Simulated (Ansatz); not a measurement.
Reaction (ligand exchange at a Ga–O bond): `B[O][Ga]([Cl])[O][SiH3]` + NH₃ → `[NH2][Ga]([Cl])[O][SiH3]` + `BO`

Program: Ansatz. Geometries: PBE0-D4/def2-TZVP. ΔE: electronic, gas phase. CBS: MP2 limit from def2 TZ/QZ plus the TZ coupled-cluster correction, frozen cores. This one scheme is used for every species. DFT in def2-TZVPP. B3LYP here is the variant with VWN-RPA as its local correlation; programs differ in this. For Ga outer-core shells are correlated without core-valence functions, which leaves a few kJ/mol of doubt a bond. Scalar relativity is left out up to krypton. Each species was taken in one conformer, which may not be the lowest.

`B[O][Ga]([Cl])[O][SiH3]`:

```xyz
11

B    -1.777   -0.239   -1.213
O    -0.655   -0.373   -1.946
Ga    1.008   -0.122   -1.342
Cl    2.575   -0.179   -2.746
O     1.363    0.147    0.352
Si    0.661    0.257    1.830
H    -2.828   -0.454   -1.749
H    -1.727    0.089   -0.052
H    -0.167   -0.946    2.112
H     1.746    0.353    2.839
H    -0.198    1.467    1.914
```

NH₃:

Z-matrix (Å, degrees):
```
N
H 1 1.013
H 1 1.013 2 107.1
H 1 1.013 2 107.1 3 -114.5
```

`[NH2][Ga]([Cl])[O][SiH3]`:

Z-matrix (Å, degrees):
```
Si
O 1 1.636
H 1 1.485 2 108.0
H 1 1.489 2 111.2 3 119.6
H 1 1.489 2 111.1 3 -119.6
Ga 2 1.767 1 136.9 3 179.6
Cl 6 2.131 2 118.2 1 -0.1
N 6 1.792 2 120.1 1 177.3
H 8 1.005 6 121.9 2 11.8
H 8 1.005 6 122.1 2 171.0
```

`BO`:

Z-matrix (Å, degrees):
```
B
O 1 1.348
H 1 1.196 2 116.8
H 1 1.202 2 120.7 3 -180.0
H 2 0.961 1 113.5 3 180.0
```

```tsv
level	ΔE (kJ/mol)	difference from CCSD(T)/CBS
revPBE-D4	-0.1	0.4
BLYP-D4	2.8	3.3
B97M-V	7.6	8.1
PBE0-D4	-1.2	-0.7
r2SCANh-D4	1.2	1.7
r2SCAN0-D4	0.9	1.4
ωB97X-V	1.2	1.7
r2SCAN	0.7	1.2
PBE0	-3.3	-2.8
B3LYP	-1.1	-0.6
r2SCANh	0.4	0.9
r2SCAN0	0.0	0.5
BHLYP	1.1	1.6
RPA@PBE/def2-TZVPP	4.6	5.1
CCSD(T)/def2-TZVPP	4.8	5.3
MP2/def2-QZVPP	0.6	1.1
CCSD(T)/CBS	-0.5	0
```

Largest T1 diagnostic among the species: 0.014.

The D4 term adds +3.4 kJ/mol with B3LYP and +2.1 kJ/mol with PBE0; it sums over pairs of atoms, weighted by their polarisabilities, and B3LYP, whose exchange is more repulsive, gets the larger term. Leaving LDA and LC-ωPBE aside and taking each functional with its dispersion term where it has one, the values, not all of them listed here, spread over 9.1 kJ/mol, from PBE-D4 to B97M-V. LDA lies −4.4 kJ/mol from PBE without D4.
